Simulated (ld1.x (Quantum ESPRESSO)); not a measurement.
Reading a pseudo-wave (Tl)

Columns: radius, all-electron u(r) and pseudo u(r) of the 6p shell (level -2.58 eV) of thallium in the configuration [Xe] 4f14 5d10 6s2 6p1; LDA (PZ), scalar-relativistic, TM scheme, ld1.x (Quantum ESPRESSO) 7.5.

```json
{"r (bohr)": "0.125", "all-electron": "-0.0982", "pseudo": "0.0015"}
{"r (bohr)": "0.250", "all-electron": "0.0867", "pseudo": "0.0061"}
{"r (bohr)": "0.375", "all-electron": "0.1229", "pseudo": "0.0138"}
{"r (bohr)": "0.500", "all-electron": "-0.0223", "pseudo": "0.0248"}
{"r (bohr)": "0.625", "all-electron": "-0.1615", "pseudo": "0.0395"}
{"r (bohr)": "0.750", "all-electron": "-0.2252", "pseudo": "0.0580"}
{"r (bohr)": "0.875", "all-electron": "-0.2165", "pseudo": "0.0808"}
{"r (bohr)": "1.000", "all-electron": "-0.1589", "pseudo": "0.1080"}
{"r (bohr)": "1.125", "all-electron": "-0.0756", "pseudo": "0.1400"}
{"r (bohr)": "1.250", "all-electron": "0.0169", "pseudo": "0.1765"}
{"r (bohr)": "1.375", "all-electron": "0.1084", "pseudo": "0.2172"}
{"r (bohr)": "1.500", "all-electron": "0.1932", "pseudo": "0.2610"}
{"r (bohr)": "1.625", "all-electron": "0.2685", "pseudo": "0.3068"}
{"r (bohr)": "1.750", "all-electron": "0.3335", "pseudo": "0.3525"}
{"r (bohr)": "1.875", "all-electron": "0.3882", "pseudo": "0.3962"}
{"r (bohr)": "2.000", "all-electron": "0.4334", "pseudo": "0.4360"}
{"r (bohr)": "2.125", "all-electron": "0.4697", "pseudo": "0.4703"}
{"r (bohr)": "2.250", "all-electron": "0.4982", "pseudo": "0.4983"}
{"r (bohr)": "2.375", "all-electron": "0.5199", "pseudo": "0.5199"}
{"r (bohr)": "2.500", "all-electron": "0.5356", "pseudo": "0.5356"}
{"r (bohr)": "2.625", "all-electron": "0.5462", "pseudo": "0.5462"}
{"r (bohr)": "2.750", "all-electron": "0.5522", "pseudo": "0.5522"}
{"r (bohr)": "2.875", "all-electron": "0.5546", "pseudo": "0.5546"}
{"r (bohr)": "3.000", "all-electron": "0.5536", "pseudo": "0.5536"}
{"r (bohr)": "3.125", "all-electron": "0.5500", "pseudo": "0.5500"}
{"r (bohr)": "3.250", "all-electron": "0.5441", "pseudo": "0.5441"}
```

(1) How many radial nodes do the two functions have?

(2) At about which radius was the pseudo-wave matched?

(3) Is the pseudo-wave norm-conserving?

## Answers

(1) The all-electron 6p function has n − l − 1 = 4 (the table is too coarse to show those close to the nucleus); the pseudo-wave has 0, since the states of the same l below it are removed with the core.

(2) 2.50 bohr. The columns agree to 0.0005 from 2.25 bohr on; several derivatives are matched, so the curves merge somewhat inside the radius.

(3) Yes: the TM scheme keeps the norm inside the radius equal to the all-electron one, which fixes the energy derivative of the logarithmic derivative at the level.
